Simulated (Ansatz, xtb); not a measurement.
A geometry optimisation of GeHSi3 with r2SCAN-D4/def2-SVP

The starting geometry of this gas-phase doublet was built from a drawn formula by distance geometry; its bonds are those of `[Si]=[GeH][Si]#[Si]`.

```xyz
5

Ge   -2.3203   -1.1762   -0.7769
Si   -4.2458   -1.7336   -0.4311
Si   -0.5736   -0.4406    0.4912
Si    0.8137    0.1652    1.6304
H    -1.9092   -1.6280   -2.3602
```

Task: Where would you expect an optimisation with r2SCAN-D4/def2-SVP to take it?

Result: New bonds form, giving a structure given below by its coordinates. Distances that change by over a tenth: Ge1–Si2 (2.03 → 2.35 Å), Si3–Si4 (1.89 → 2.26 Å). Contacts that close: Ge1–Si4 (4.17 → 2.60 Å), Si2–Si3 (4.00 → 2.40 Å).

The energy falls by 3.54 eV over 20 steps:

```tsv
step	E − E(last) (eV)
1	3.540
3	2.062
5	1.821
7	1.370
9	0.674
12	0.504
14	0.347
16	0.109
18	0.001
20	0.000
```

Final geometry (Å):

```xyz
5

Ge   -1.7883   -1.1718   -0.9618
Si   -3.8008   -1.4027    0.2230
Si   -1.7869   -0.6059    1.2507
Si    0.2657   -0.2855    0.3715
H    -1.1249   -1.3473   -2.3301
```

From the same start GFN2-xTB ends elsewhere, differing in Ge1–H5 (2.08 against 1.53 Å here).

The end wasn't checked by frequencies. Open shells are spin-unrestricted. Run with Ansatz 0.2.0, 4.4 min on 2 threads of AMD EPYC 7R43 64-Core Processor (Zen 3) (shared host).
